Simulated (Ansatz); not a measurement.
The cluster Au₄ was relaxed with PBE-D4 (def2-SVP) in Ansatz in these states: charge +1 doublet, neutral quintet, neutral singlet, neutral triplet. The geometries follow in no particular order.

In the def2 sets Au takes a core potential; there is no spin–orbit coupling.

A:

```tsv
atom	x (Å)	y (Å)	z (Å)
Au1	0.3498	-0.4423	-1.6282
Au2	-1.1892	1.2197	0.2745
Au3	1.4676	0.6538	0.6227
Au4	-0.6281	-1.4312	0.7310
```

B:

```xyz
4

Au    1.317    0.134   -0.135
Au    0.336   -1.380    1.908
Au   -1.317   -0.134    0.135
Au   -0.336    1.380   -1.907
```

C:

```xyz
4

Au    0.040   -1.479    0.747
Au   -1.367   -0.746   -1.404
Au   -0.040    1.479   -0.747
Au    1.367    0.746    1.404
```

D:

```csv
atom,x (Å),y (Å),z (Å)
Au1,0.8220,-0.4016,1.0388
Au2,-1.7004,-1.3405,0.8273
Au3,-0.8218,0.4012,-1.0391
Au4,1.7002,1.3409,-0.8270
```

Task: Judge from the bond lengths which geometry belongs to which state (an estimate).

Result: A is the neutral quintet (Au1–Au3 2.742 Å, Au1–Au2 2.958 Å, Au3–Au4 2.958 Å); B is the neutral singlet (Au1–Au3 2.661 Å, Au1–Au2 2.725 Å, Au3–Au4 2.725 Å); C is the neutral triplet (Au1–Au3 3.315 Å, Au1–Au2 2.673 Å, Au3–Au4 2.673 Å); D is the charge +1 doublet (Au1–Au3 2.768 Å, Au1–Au2 2.700 Å, Au3–Au4 2.700 Å).

At PBE-D4/def2-SVP the gap within one spin of the charge 0 quintet nearly closes, so an electron or hole may be smeared out by delocalisation error. At PBE0-D4/def2-TZVP a singlet lies 3.18 eV below the neutral quintet. At PBE0-D4/def2-TZVP a singlet lies 0.71 eV below the neutral triplet. These are the stationary points nearest to one start from a short search; other shapes may lie lower in each state.
